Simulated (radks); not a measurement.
Species: Au4+. Configuration: [Xe] 4f14 5d7. All-electron calculation, Dirac Kohn-Sham, PBEsol, spin-unpolarised, spherical densities, point nucleus; open shells fill j = l - 1/2 first. Program: a radial shooting solver on a logarithmic mesh with Libxc functionals.

Unscreened Slater integrals over Kohn-Sham orbitals (hartree). Large and small components are both included. Empty in this configuration: 6s1/2.

integral,value
"F0(5d5/2,5d5/2)",0.64395
"F2(5d5/2,5d5/2)",0.33956
"F4(5d5/2,5d5/2)",0.22706
"F0(5d5/2,5d3/2)",0.65279
"F2(5d5/2,5d3/2)",0.34388
"G2(5d5/2,5d3/2)",0.34342
"G4(5d5/2,5d3/2)",0.22969
"F0(5d5/2,5p3/2)",0.71775
"F2(5d5/2,5p3/2)",0.36458
"G1(5d5/2,5p3/2)",0.44572
"G3(5d5/2,5p3/2)",0.27738
"F0(5d5/2,5p1/2)",0.73773
"G3(5d5/2,5p1/2)",0.25526
"F0(5d5/2,6s1/2)",0.48188
"G2(5d5/2,6s1/2)",0.11594
"F0(5d3/2,5d3/2)",0.66209
"F2(5d3/2,5d3/2)",0.34892
"F0(5d3/2,5p3/2)",0.73083
"F2(5d3/2,5p3/2)",0.37531
"G1(5d3/2,5p3/2)",0.46533
"G3(5d3/2,5p3/2)",0.28959
"F0(5d3/2,5p1/2)",0.75231
"G1(5d3/2,5p1/2)",0.43396
"F0(5d3/2,6s1/2)",0.48481
"G2(5d3/2,6s1/2)",0.10796
"F0(5p3/2,5p3/2)",0.83090
"F2(5p3/2,5p3/2)",0.44878
"F0(5p3/2,5p1/2)",0.86546
"G2(5p3/2,5p1/2)",0.45488
"F0(5p3/2,6s1/2)",0.50528
"G1(5p3/2,6s1/2)",0.048660
"F0(5p1/2,5p1/2)",0.90663
"F0(5p1/2,6s1/2)",0.51152
"G1(5p1/2,6s1/2)",0.039083
"F0(6s1/2,6s1/2)",0.41685
